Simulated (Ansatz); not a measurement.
# Which method gave which barrier?

Saddle point of SiNH$_{8}$OF, singlet (SiNH₅ ([NH2][SiH3]) + H₂O + HF → SiH₃F ([F][SiH3]) + H₂O + NH₃ (still joined by a long Si–N bond); bonds formed: Si1–F7, N2–H8, H6–O9; bonds broken: H6–F7, H8–O9; bonds weakened to dative contacts: Si1–N2), PBE0-D4/def2-TZVP structure:

Si1  (-1.025, 0.492, -0.687)
N2  (0.219, -0.847, -0.606)
H3  (-1.162, 0.519, -2.191)
H4  (-2.390, 0.144, -0.249)
H5  (-0.446, 1.829, -0.423)
H6  (0.427, 0.208, 1.568)
F7  (-0.733, 0.349, 1.433)
H8  (1.105, -0.483, 0.285)
O9  (1.528, -0.107, 1.337)
H10  (0.573, -1.088, -1.524)
H11  (-0.183, -1.686, -0.199)
H12  (2.087, 0.670, 1.256)
(Å)

Computed with Ansatz 0.2.0 (basis: def2-TZVPP, with def2-QZVPP for the basis limit); correlated methods freeze the cores. B3LYP uses VWN-RPA correlation. Extrapolation: Hartree–Fock as exp(−7.88 √X), correlation as X^−2.97. Four methods, as single points on the PBE0-D4 structures, gave these electronic barriers from the start structure: 52.3, 60.6, 67.0, 123.9 kJ/mol.

(1) The methods were, in alphabetical order, B3LYP-D4, BLYP-D4, CCSD(T), HF. Which gave which? (A judgement: the text doesn't fix the answer.)

No T1 diagnostic of these runs exceeds 0.011.

## Answers

(1) The calculation gives: BLYP-D4 52.3; B3LYP-D4 60.6; CCSD(T) 67.0; HF 123.9 kJ/mol. For comparison, CCSD(T) at an estimated basis limit (MP2 extrapolated from triple and quadruple zeta, plus CCSD(T) − MP2 in triple zeta) gives 68.1 kJ/mol.

Steps of this kind, hydrogen fluoride cutting a network bond, underlie vapour etching and the fluorination step of atomic layer etching.

Labels in which every atom is bracketed show which atoms are joined, not bond orders.

For scale, one of the runs: CCSD(T)/def2-TZVPP, 247 basis functions, launched by `ansatz run in.yaml --threads 4 --pin off --events-out ev --progress --plain --max-ram 9574MiB`. The run took 2.4 min on 4 CPU threads of an Intel Xeon (shared host), with 5.3 GiB of host memory at its peak.
